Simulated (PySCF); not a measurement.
Krypton: a sound run and one with changed settings

Sound run: Kr⁺ [Ar] 3d10 4s2 4p5, Kr²⁺ [Ar] 3d10 4s2 4p4. All numbers are calculated (PySCF 2.14, a scalar-relativistic core potential, in cc-pVDZ-PP with ECP10MDF). In the sound run the correlated levels freeze 3s2 3p6 3d10 outside the core potential. The sound run starts from symmetry-adapted Hartree-Fock orbitals and uses a fine grid where one is needed.

Changed run: a valence shell is frozen. This setting is unsound on purpose.

```json
{"species": "Kr⁺", "method": "MP2", "sound run (hartree)": "-461.78913", "changed run (hartree)": "-461.75963", "converged": "yes"}
{"species": "Kr⁺", "method": "CCSD(T)", "sound run (hartree)": "-461.80369", "changed run (hartree)": "-461.76926", "converged": "yes"}
{"species": "Kr²⁺", "method": "MP2", "sound run (hartree)": "-460.91384", "changed run (hartree)": "-460.87708", "converged": "yes"}
{"species": "Kr²⁺", "method": "CCSD(T)", "sound run (hartree)": "-460.92972", "changed run (hartree)": "-460.88510", "converged": "yes"}
```

Ionisation energy of Kr⁺:

```json
{"method": "UHF", "sound run (eV)": "23.267", "changed run (eV)": "23.267"}
{"method": "MP2", "sound run (eV)": "23.818", "changed run (eV)": "24.015"}
{"method": "SCS-MP2", "sound run (eV)": "23.788", "changed run (eV)": "24.053"}
{"method": "CCSD", "sound run (eV)": "23.779", "changed run (eV)": "24.056"}
{"method": "CCSD(T)", "sound run (eV)": "23.782", "changed run (eV)": "24.059"}
```

Freezing a valence shell removes pair correlation that changes on ionisation.

For comparison, NIST gives 24.360 eV between the lowest levels.
